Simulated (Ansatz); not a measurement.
A made-up structure of NaGeH2, doublet:

```json
{"atom": "Na1", "x (Å)": "0.7986", "y (Å)": "0.9100", "z (Å)": "0.2832"}
{"atom": "Ge2", "x (Å)": "-1.4490", "y (Å)": "-0.6741", "z (Å)": "-0.1324"}
{"atom": "H3", "x (Å)": "0.2285", "y (Å)": "0.3004", "z (Å)": "-1.1470"}
{"atom": "H4", "x (Å)": "0.4219", "y (Å)": "-0.5363", "z (Å)": "0.9962"}
```

It is relaxed with PBE-D4/def2-SVP and then PBE0-D4/def2-TZVP (Ansatz 0.2.0). Atoms count as bonded within 1.22 times the sum of their covalent radii (H–H: 0.88 Å). The end point is not checked to be a true minimum.

(1) Does its bonding change? (A judgement: the text doesn't fix the answer.)

## Answers

(1) Computed: Yes. Formed: Ge2–H3, Ge2–H4; broken: none.

Where it ends: The first stage lowers the energy by 2.15 eV in 7 steps. It ends as NaGeH₂ ([H]1[Na]2[H][Ge]12):
```
4
angstrom
Na 0.9902 1.2027 0.3802
Ge -1.1060 -0.5557 -0.1171
H -0.0388 0.0949 -1.2032
H 0.1546 -0.7419 0.9401
```

Labels in which every atom is bracketed show which atoms are joined, not bond orders.

For scale, one of the runs: PBE0-D4/def2-TZVP relaxation, 92 basis functions, launched by `ansatz run in.yaml --threads 2 --pin off --events-out ev --progress --plain --max-ram 4352MiB`. The run took about 14 s on 2 CPU threads of an Intel Xeon Platinum 8259CL (shared host).
